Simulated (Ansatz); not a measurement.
Relaxation of BrF3H3O2Ta (10 atoms, charge 0, multiplicity 1), to a largest force component of 0.03 eV/Å in at most 50 steps.

These are results of RKS PBE/def2-SVP in Ansatz 0.2.0, not measurements.

```xyz
10
Properties=species:S:1:pos:R:3:forces:R:3
Ta -0.523 -0.570 0.288 0.84 -0.42 0.06
O 2.557 0.306 0.329 -0.46 -0.61 -0.07
H 2.659 0.276 1.301 0.01 0.02 0.01
F -0.059 -0.236 2.101 0.05 -0.04 0.00
F 0.022 -0.647 -1.517 0.00 -0.01 -0.03
O -0.872 1.271 0.103 0.07 0.12 0.04
H -0.500 2.152 0.299 -0.05 -0.12 -0.05
F -2.240 -1.288 0.316 0.03 0.01 0.00
Br 0.970 -2.713 0.571 -0.42 0.56 -0.05
H 2.718 -0.642 0.086 -0.08 0.49 0.09
```

**Question.** Where does it end, and by what steps?

**Answer.** The forces met the threshold. The force dipped under the threshold on the way, but the program's further checks kept it going. After 35 steps the energy has fallen by 0.588 eV; H7 moved furthest, 0.65 Å. Joined: Ta1–O2 (3.20 → 2.33 Å).

```json
{"step": "0", "energy less start (eV)": "0.0000", "largest force component (eV/Å)": "0.843", "accepted": "yes"}
{"step": "2", "energy less start (eV)": "-0.3117", "largest force component (eV/Å)": "1.089", "accepted": "yes"}
{"step": "4", "energy less start (eV)": "-0.5196", "largest force component (eV/Å)": "0.866", "accepted": "yes"}
{"step": "6", "energy less start (eV)": "-0.5544", "largest force component (eV/Å)": "0.060", "accepted": "yes"}
{"step": "8", "energy less start (eV)": "-0.5569", "largest force component (eV/Å)": "0.097", "accepted": "yes"}
{"step": "10", "energy less start (eV)": "-0.5591", "largest force component (eV/Å)": "0.122", "accepted": "yes"}
{"step": "12", "energy less start (eV)": "-0.5617", "largest force component (eV/Å)": "0.170", "accepted": "yes"}
{"step": "14", "energy less start (eV)": "-0.5626", "largest force component (eV/Å)": "0.063", "accepted": "yes"}
{"step": "16", "energy less start (eV)": "-0.5626", "largest force component (eV/Å)": "0.079", "accepted": "no"}
{"step": "18", "energy less start (eV)": "-0.5635", "largest force component (eV/Å)": "0.066", "accepted": "yes"}
{"step": "20", "energy less start (eV)": "-0.5642", "largest force component (eV/Å)": "0.032", "accepted": "yes"}
{"step": "22", "energy less start (eV)": "-0.5667", "largest force component (eV/Å)": "0.283", "accepted": "yes"}
{"step": "24", "energy less start (eV)": "-0.5703", "largest force component (eV/Å)": "0.250", "accepted": "yes"}
{"step": "26", "energy less start (eV)": "-0.5734", "largest force component (eV/Å)": "0.291", "accepted": "yes"}
{"step": "28", "energy less start (eV)": "-0.5827", "largest force component (eV/Å)": "0.504", "accepted": "yes"}
{"step": "30", "energy less start (eV)": "-0.5859", "largest force component (eV/Å)": "0.108", "accepted": "yes"}
{"step": "32", "energy less start (eV)": "-0.5871", "largest force component (eV/Å)": "0.059", "accepted": "yes"}
{"step": "34", "energy less start (eV)": "-0.5878", "largest force component (eV/Å)": "0.038", "accepted": "yes"}
{"step": "35", "energy less start (eV)": "-0.5879", "largest force component (eV/Å)": "0.024", "accepted": "yes"}
```

```xyz
10
Properties=species:S:1:pos:R:3
Ta -0.227 -0.533 0.392
O 1.997 0.170 0.399
H 2.236 0.433 1.312
F 0.154 -0.432 2.259
F 0.048 -0.420 -1.490
O -0.570 1.345 0.371
H -0.454 2.004 -0.337
F -1.968 -1.215 0.465
Br 1.007 -2.791 0.277
H 2.510 -0.654 0.230
```

Whether the end is a true minimum wasn't checked by a vibrational analysis.

Run time: 43 s on 4 threads of Intel(R) Xeon(R) 6975P-C (Granite Rapids), with other jobs on the host, peak memory 0.25 GiB.
